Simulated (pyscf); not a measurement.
## `[OH][Mo](=[S])(=[S])[SH]`, singlet

Gas-phase minimum from PySCF at ωB97X-D3(BJ)/def2-SVP, one conformer. 

```
Mo
O 1 1.8539
H 2 0.9669 1 123.44
S 1 2.0774 2 112.67 3 25.14
S 1 2.0825 2 110.19 3 149.28
S 1 2.3054 2 111.25 3 -89.99
H 6 1.3505 1 95.01 2 -77.11
```

Properties at ωB97X-D3(BJ)/def2-SVP:

```yaml
harmonic_wavenumbers_unscaled: 138, 149, 181, 186, 216, 300, 345, 420, 588, 609, 627, 676, 752, 2739, 3884 cm⁻¹
zero_point_energy: 16.9 kcal/mol
rotational_symmetry_number: 1
Entropy of this conformer at 298 K and 1 atm, rigid rotor and harmonic oscillator, modes under 100 cm⁻¹ raised to 100: 369.6 J/(mol K)
dipole_moment: 2.14 D
```

Single-point totals, which compare only within one level:

```csv
level,total energy (hartree)
ωB97X-D3(BJ)/def2-TZVP,-1339.51100
PBE/def2-TZVP,-1338.92292
r²SCAN/def2-TZVP,-1339.39593
B3LYP-D3(BJ)/def2-TZVP,-1339.54960
PBE0-D3(BJ)/def2-TZVP,-1338.95291
M06-2X/def2-TZVP,-1339.23229
ωB97M-D3(BJ)/def2-TZVP,-1339.54866
```

Soft torsions are taken as harmonic, which can shift the entropy by several J/(mol K). Elements past Kr carry the def2 core potentials, without spin-orbit coupling.
